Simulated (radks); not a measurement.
Results of a calculation; reference values are marked as such.
Task: Coherent X-ray form factor from a spherical all-electron density. Code: a radial shooting solver on a logarithmic mesh with Libxc functionals. Model: Dirac Kohn-Sham, PBE, spin-unpolarised, spherical densities, point nucleus.

sin(theta)/lambda (1/angstrom)  f0 (electrons)
0.05                                    40.437
0.1                                     38.879
0.15                                    36.652
0.2                                     34.123
0.25                                    31.580
0.3                                     29.204
0.4                                     25.230
0.5                                     22.259
0.6                                     19.995
0.8                                     16.474
1                                       13.471
1.25                                    10.362
1.5                                      8.175
2                                        5.960

The species is in the configuration that NIST lists as its ground one. Which atom or ion scatters so?

Result: The technetium ion Tc2+, [Kr] 4d5. Extrapolating in s^2 from the first two rows gives f0(0) = 41.0, near the electron count 41; among species with that count, the fall with angle is slower the higher Z, and the table is that of Z = 43; from so few rows the species is fixed only to a neighbour or two.
